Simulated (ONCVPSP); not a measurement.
## Which change was made? (S, ONCV)

S, optimised norm-conserving Vanderbilt (ONCV), made with ONCVPSP 4.0.1 (PBEsol, scalar-relativistic). Core [He], reference 2s2 2p6 3s2 3p3 (charge +1). Waves: 2s+3s: rc 0.95 bohr, ncon 4, nbas 7, qcut 16.2 1/bohr, 2 projectors; 2p+3p: rc 0.90 bohr, ncon 4, nbas 9, qcut 15.2 1/bohr, 2 projectors; d scattering state at 0.03 Ha: rc 1.00 bohr, ncon 4, nbas 7, qcut 11.4 1/bohr, 1 projector. Local part: polynomial inside 0.65 bohr (lpopt 5, dvloc0 3 Ha). Core correction: none.

Cutoffs, loose and tight: the cutoffs (Ha) at which the residual kinetic energy of the hardest occupied pseudo-wave falls to 1 and 0.1 mHa per electron. They do not see the model core or the augmentation charge, which bear on the density cutoff. Test errors are all-electron minus pseudo excitation energies from the reference, over the configurations 2s2 2p6 3s2 3p4; 2s2 2p6 3s2 3p2; 2s2 2p6 3s2 3p1; 2s2 2p5 3s2 3p4; variants that change the core or the reference have their own tests.

The base gives: outcome: generated; cutoff, loose: 98 Ha; cutoff, tight: 108 Ha; bound ghosts: none; GHOST(+) flags above zero: none; largest test error (meV): +1097.

(1) After one change the result is: outcome: generated; cutoff, loose: 347 Ha; cutoff, tight: 596 Ha; bound ghosts: none; GHOST(+) flags above zero: none; largest test error (meV): +514. Which change was it?
A. all radii scaled by about 1.31 (s 1.24, p 1.18, d 1.32 bohr); local potential polynomial inside 0.86 bohr (lpopt 5, dvloc0 3 Ha)
B. all radii scaled by about 0.91 (s 0.86, p 0.82, d 0.92 bohr); local potential polynomial inside 0.60 bohr (lpopt 5, dvloc0 3 Ha)
C. all radii scaled by about 1.16 (s 1.10, p 1.04, d 1.16 bohr); local potential polynomial inside 0.76 bohr (lpopt 5, dvloc0 3 Ha)
D. all radii scaled by about 0.76 (s 0.72, p 0.68, d 0.76 bohr); local potential polynomial inside 0.50 bohr (lpopt 5, dvloc0 3 Ha)

## Answers

(1) D. The others give: all radii scaled by about 1.31 (s 1.24, p 1.18, d 1.32 bohr); local potential polynomial inside 0.86 bohr (lpopt 5, dvloc0 3 Ha) → outcome: generated; cutoff, loose: 78 Ha; cutoff, tight: 90 Ha; bound ghosts: none; GHOST(+) flags above zero: none; largest test error (meV): +2005 | all radii scaled by about 1.16 (s 1.10, p 1.04, d 1.16 bohr); local potential polynomial inside 0.76 bohr (lpopt 5, dvloc0 3 Ha) → outcome: generated; cutoff, loose: 87 Ha; cutoff, tight: 98 Ha; bound ghosts: none; GHOST(+) flags above zero: none; largest test error (meV): +1543 | all radii scaled by about 0.91 (s 0.86, p 0.82, d 0.92 bohr); local potential polynomial inside 0.60 bohr (lpopt 5, dvloc0 3 Ha) → outcome: generated; cutoff, loose: 105 Ha; cutoff, tight: 153 Ha; bound ghosts: none; GHOST(+) flags above zero: none; largest test error (meV): +868.
